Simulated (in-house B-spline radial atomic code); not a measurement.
Values are calculated unless marked as measured or tabulated.
# Making a Troullier-Martins d channel for In, r_c = 1.16 bohr

In, [Kr] 4d10 5s2 5p1, non-relativistic LDA (VWN5), spherical and spin-unpolarised, from a B-spline radial code for spherical atoms (atomic units). The all-electron 4d level is ε = -0.730481 hartree, its outermost node lies just inside 0.41 bohr and its outer maximum at 0.92 bohr.

Inside r_c the pseudo-orbital is u(r) = r^3 exp(p(r)), with p = c0 + c2 r² + c4 r⁴ + … + c12 r¹². The seven coefficients follow from p and its first four derivatives at r_c, from zero curvature of the screened potential at the origin, c4 = −c2²/(2l + 5), and from the norm inside r_c. At r_c the all-electron orbital has P = 0.9142842, P' = -0.5775812, the screened potential V = -3.598208, V' = 7.854309, V'' = -23.47848, and the norm inside is Q = 0.561442.

(1) What are p, p' and p'' at r_c?

For a trial c2 the five matching conditions are linear in c0, c6, c8, c10 and c12, and c2 is varied until the norm inside r_c equals Q. The root nearest zero gives:

```
 n          c_n
 0     2.036167
 2    -2.210021
 4   -0.5426883
 6     1.380605
 8   -0.9550983
10     0.319838
12  -0.04347366
```

(2) Check c4 and p(r_c), and find the screened pseudopotential at the origin.

Orbitals and screened potentials:

```tsv
r (bohr)	P	u	V all-electron	V pseudo
0.116	-0.3351	0.01161	-265.0	-16.19
0.29	-0.3918	0.1547	-64.63	-15.86
0.464	0.2386	0.4693	-27.81	-14.39
0.638	0.7425	0.7935	-14.74	-11.49
0.812	0.964	0.9703	-8.64	-8.073
0.986	0.9887	0.9889	-5.41	-5.343
1.16	0.9143	0.9143	-3.598	-3.598
```

Logarithmic derivatives P'/P at R = 1.46 bohr, for energies E around ε:

```tsv
E − ε (hartree)	all-electron	pseudo
-0.5	0.150088	0.149655
-0.25	-0.319413	-0.319572
-0.1	-0.672703	-0.672737
0	-0.950276	-0.950278
0.1	-1.27203	-1.27208
0.25	-1.86761	-1.86803
0.5	-3.37336	-3.37658
```

(3) With P(R) = 0.7157182 and a norm of 0.762863 inside R, what slope in energy does norm conservation fix?

Results:

(1) p = ln(P/r_c^3) = ln(0.9142842/1.5609) = -0.53487. p' = P'/P − 3/r_c = -0.63173 − 2.58621 = -3.21794. The radial equation gives p'' = 2(V − ε) − 2(3) p'/r_c − p'² = -5.73545 − (-16.64450) − 10.35512 = 0.55393. Differentiating, p''' = 2V' + 2(3)p'/r_c² − 2(3)p''/r_c − 2p'p'' = 2.0598, and p'''' = 2V'' − 4(3)p'/r_c³ + 4(3)p''/r_c² − 2(3)p'''/r_c − 2p''² − 2p'p''' = -15.289.

(2) −c2²/9 = -0.542688, as listed. The terms c_n r_c^n are 2.03617, -2.97380, -0.98261, 3.36370, -3.13121, 1.41094, -0.25806, which sum to -0.53487. Inverting the radial equation, V_l(r) = ε + 3 p'/r + (p'' + p'²)/2, so V_l(0) = ε + (2l + 3) c2 = -0.730481 + 7 × (-2.21002) = -16.2006 hartree, finite where the all-electron potential diverges.

(3) d(P'/P)/dE = −2 × (norm inside R)/P(R)² = -2.9785 per hartree·bohr at E = ε, for both atoms, since orbital and norm agree at R. Differences over ±0.1 hartree give -2.9966 (all-electron) and -2.9967 (pseudo), which also hold third-order terms. Half a hartree below ε the two curves differ by -0.0004.
